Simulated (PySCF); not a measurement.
# How methods differ on the excitation energy of Kr⁺

Kr⁺ [Ar] 3d10 4s2 4p5 (2P) → Kr⁺ [Ar] 3d10 4s1 4p6 (2S), as a difference of total energies. All numbers are calculated (PySCF 2.14, the spin-free X2C one-electron Hamiltonian (Gaussian nucleus), in x2c-TZVPPall with one added diffuse shell each of s, p, d type (7s6p5d1f, 57 functions)). Correlated levels: valence: [Ar] 3d10 frozen; valence and next inner shell: [Ne] frozen. The calculations carry no spin-orbit coupling.

```csv
method,excitation energy (eV),error (eV)
UHF,17.831,+4.539
LDA,14.370,+1.078
PBE,14.461,+1.169
PBE0,15.308,+2.016
r2SCAN,15.117,+1.825
B2PLYP,15.289,+1.997
revPBE,14.464,+1.172
wB97X-V,15.436,+2.144
B3LYP,15.124,+1.832
MP2 (valence),15.491,+2.199
SCS-MP2 (valence),15.228,+1.936
MP2 (valence and next inner shell),15.510,+2.218
SCS-MP2 (valence and next inner shell),15.225,+1.933
```

Reference: 13.292 eV (measured; NIST levels, between the centres of gravity of the two terms).

Errors of the correlated levels include the incompleteness of this basis and the frozen core.

Every method misses the reference by a wide margin, which points to the basis or the choice of state and not to the methods.
